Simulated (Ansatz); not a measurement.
Ansatz (a program for electronic structure) input file for CH₈N₂OSi₂, SMILES O[Si@@]1(N)CN[SiH2]1, ωB97X-V/def2-SVPD. Geometry optimised at B3LYP-D3(BJ)/def2-SVP. The structure was generated by enumeration; whether it is a known compound was not checked. Other conformers were not sampled.

Ansatz 0.2 input:
```yaml
crystal:
  periodic: [false, false, false]
  atoms:
    - {symbol: N, position_ang: [1.89613895, -0.92293903, 0.62645527]}
    - {symbol: Si, position_ang: [0.71203182, 0.11885558, -0.05491066]}
    - {symbol: O, position_ang: [1.54681477, 1.24499069, -0.97386335]}
    - {symbol: C, position_ang: [-0.56139677, 0.94441807, 1.14039439]}
    - {symbol: N, position_ang: [-1.74222381, 0.21490617, 0.65026168]}
    - {symbol: Si, position_ang: [-1.33129465, -0.86694742, -0.66143687]}
    - {symbol: H, position_ang: [1.87843054, -1.91931634, 0.44284708]}
    - {symbol: H, position_ang: [2.83366542, -0.58936988, 0.82909015]}
    - {symbol: H, position_ang: [1.06528704, 2.05141139, -1.19412052]}
    - {symbol: H, position_ang: [-0.64508872, 2.04434475, 1.02201176]}
    - {symbol: H, position_ang: [-0.33399663, 0.74657625, 2.20589141]}
    - {symbol: H, position_ang: [-2.62938215, 0.36432281, 1.12057023]}
    - {symbol: H, position_ang: [-1.59224136, -2.32452697, -0.40903943]}
    - {symbol: H, position_ang: [-1.99053791, -0.57036047, -1.97686355]}
basis:
  gaussian:
    orbitals: def2-SVPD
hamiltonian:
  xc: {name: wB97X-V}
```

Log of the run:

```
WARN ansatz: RAYON_NUM_THREADS=2 ignored (pool sized by the plan → 2); use --threads N
Functional definition: wB97X-V
integrals: 0.21 GiB planned
1690 factors; their error is unknown
integrals: 0.24 GiB planned
718 factors; integrals over basis functions are off by at most 6.6e-6 eV
mean field: 2.13 GiB planned
mean field evaluation 1: about -21929.6327 eV, gradient 6.6e1 eV
mean field evaluation 2: about -21929.7192 eV, gradient 6.8e1 eV
mean field evaluation 4: about -21938.2295 eV, gradient 2.8e0 eV
mean field evaluation 8: about -21938.2523 eV, gradient 4.8e-2 eV
mean field evaluation 16: about -21938.3075 eV, gradient 7.2e-5 eV
mean field -21938.30753889 eV, -806.2179317352 hartree, gradient 1.8e-5 eV, S^2 0.000000; 0 other end points of the search recorded, 0 dependent functions left out
reference -21938.30753614 eV, -806.2179316344 hartree; 32, 32 occupied and 163, 163 virtual orbitals, 1690 factors
Total energy: -21938.30753614 eV, -806.2179316344 hartree
```

Self-consistency was reached.

Cost: around 19 core-seconds (rough).
